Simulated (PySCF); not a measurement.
MoCl3H3, SMILES [MoH3]([Cl])([Cl])[Cl], multiplicity 1.

Geometry: PBE-D3(BJ)/def2-SVP. The multiplicity is an assumed one; no other spin state was optimised. The structure was generated by enumeration; whether it is a known compound was not checked. The def2 effective core potentials stand for the cores of Mo; spin–orbit coupling is left out.

All values below come from PBE-D3(BJ)/def2-SVP in PySCF.

Frequencies are harmonic and unscaled.

Modes within 1.5 cm⁻¹ of each other (mostly degenerate sets) share a row, with their intensities summed.

```tsv
mode	ν (cm⁻¹)	IR (km/mol)	Raman (Å⁴/amu)	depolarisation	moving atoms (share of kinetic energy)
1–2	94	0.0	7.8	0.75	Cl 86 %, Mo 14 %
3	153	0.0	1.8	0.65	Cl 54 %, Mo 44 %
4	360	0.0	0.0	–	H 100 %
5	368	2.7	18.3	0.06	Cl 94 %
6–7	417	121.9	6.3	0.75	Cl 64 %, Mo 34 %
8–9	584	6.3	6.1	0.75	H 94 %
10–11	950	53.4	12.2	0.75	H 100 %
12	1097	97.1	20.9	0.32	H 99 %
13–14	2018	39.5	165.8	0.75	H 100 %
15	2039	5.2	222.6	0.03	H 98 %
```
